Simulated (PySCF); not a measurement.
A side-by-side comparison of computed properties.

First species: n-butylgermane, C4H12Ge.
SMILES: `CCC[CH2][GeH3]`

Second species: 1,5,5-trimethylcyclopentadiene, C₈H₁₂.
SMILES: `CC1=CC=CC1(C)C`

Levels: PBE0/def2-SVPD for dipole moment, HOMO energy, LUMO energy, HOMO–LUMO gap, static isotropic polarisability and electronic spatial extent ⟨r²⟩ about the centre of nuclear charge; TDDFT PBE0/def2-SVPD for lowest singlet excitation; PBE0-D3(BJ)/def2-SVP for rotational constant A and rotational constant C. Geometries: PBE0-D3(BJ)/def2-SVP. Each structure is a single optimised conformer of the isolated species, non-relativistic unless stated. Electronic properties by PySCF.

The conformers computed, where there is a choice (atom-mapped SMILES and torsion angles):
- `[CH3:1][CH2:2][CH2:3][CH2:4][GeH3:5]`: C1–C2–C3–C4 -178°, C2–C3–C4–Ge5 -63°

Values for the first species:

```
Dipole moment                                                     : 0.87 D
HOMO energy                                                       : -8.21 eV
LUMO energy                                                       : 0.45 eV
HOMO–LUMO gap                                                     : 8.66 eV
Lowest singlet excitation                                         : 7.54 eV
Static isotropic polarisability                                   : 83.1 au
Electronic spatial extent ⟨r²⟩ about the centre of nuclear charge : 1104 bohr²
Rotational constant A                                             : 7.591 GHz
Rotational constant C                                             : 1.071 GHz
```

Q: Estimate the same properties for the second species, and the change in each.

A: 
```tsv
property	first	second	second less first
dipole moment	0.87 D	0.64 D	-0.23 D
HOMO energy	-8.21 eV	-6.01 eV	+2.20 eV
LUMO energy	0.45 eV	-0.45 eV	-0.90 eV
HOMO–LUMO gap	8.66 eV	5.56 eV	-3.10 eV
lowest singlet excitation	7.54 eV	4.85 eV	-2.69 eV
static isotropic polarisability	83.1 au	93.0 au	+9.9 au
electronic spatial extent ⟨r²⟩ about the centre of nuclear charge	1104 bohr²	916 bohr²	-188 bohr²
rotational constant A	7.591 GHz	2.456 GHz	-5.135 GHz
rotational constant C	1.071 GHz	1.634 GHz	+0.563 GHz
```

On the first: The polarisability is 12.31 Å³ as a volume (1 au = 0.148185 Å³), or 1.22 au for each of the 68 electrons. The principal polarisabilities are 73.7, 78.6 and 97.0 au; their mean is the isotropic value. The calculation is non-relativistic and has no spin–orbit coupling, an omission that weighs most on germanium.

On the second: S1 lies 0.71 eV below the HOMO–LUMO gap; its leading configuration is HOMO→LUMO, weight 0.98. No computed singlet falls in the visible range (750 to 380 nm, 1.65 to 3.26 eV); S1 lies 1.59 eV above its blue end.
